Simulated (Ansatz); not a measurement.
Ansatz (a quantum-chemistry and plane-wave program) input (CCSD(T)/aug-cc-pV(D+d)Z):
A basis named .json is the Basis Set Exchange file of that set.

Ansatz 0.2 input:
```yaml
crystal:
  periodic: [false, false, false]
  atoms:
    - {symbol: C, position_ang: [-1.04111583, 0.00436008, -0.00589786]}
    - {symbol: Cl, position_ang: [0.55265444, -0.00231446, 0.00313075]}
    - {symbol: H, position_ang: [-1.57008623, 0.95646317, -0.03558607]}
    - {symbol: H, position_ang: [-1.57834429, -0.94327789, 0.01775039]}
basis:
  gaussian:
    orbitals: aug-cc-pV_D+d_Z.json
total_charge: 1
magnetization: {spin_polarized: false}
correlation: {method: ccsd_t, electrons: outside_noble_gas}
output: {forces: true}
```

End of the output:

```
cycle   3  -8.13471957 eV  change   -8.2e-2 eV  update   2.1e-2
cycle   4  -8.12842739 eV  change    6.3e-3 eV  update   7.9e-3
cycle   5  -8.12814752 eV  change    2.8e-4 eV  update   1.9e-3
cycle   6  -8.12802470 eV  change    1.2e-4 eV  update   3.8e-4
cycle   7  -8.12805355 eV  change   -2.9e-5 eV  update   8.1e-5
cycle   8  -8.12805795 eV  change   -4.4e-6 eV  update   2.5e-5
cycle   9  -8.12804896 eV  change    9.0e-6 eV  update   6.5e-6
perturbative correction -0.30743049 eV, -0.0112978623 hartree
the calculation of the forces begins
Total energy: -13564.72880749 eV, -498.4945891717 hartree
Atom 0 at    -1.041116     0.004360    -0.005898 Å, force    -0.276860     0.001159    -0.001568 eV/Å
Atom 1 at     0.552654    -0.002314     0.003131 Å, force     0.627423    -0.002628     0.003554 eV/Å
Atom 2 at    -1.570086     0.956463    -0.035586 Å, force    -0.173602     0.387109    -0.011841 eV/Å
Atom 3 at    -1.578344    -0.943278     0.017750 Å, force    -0.176961    -0.385641     0.009855 eV/Å
Dipole moment:    -0.543110     0.002274    -0.003077 e Å
```
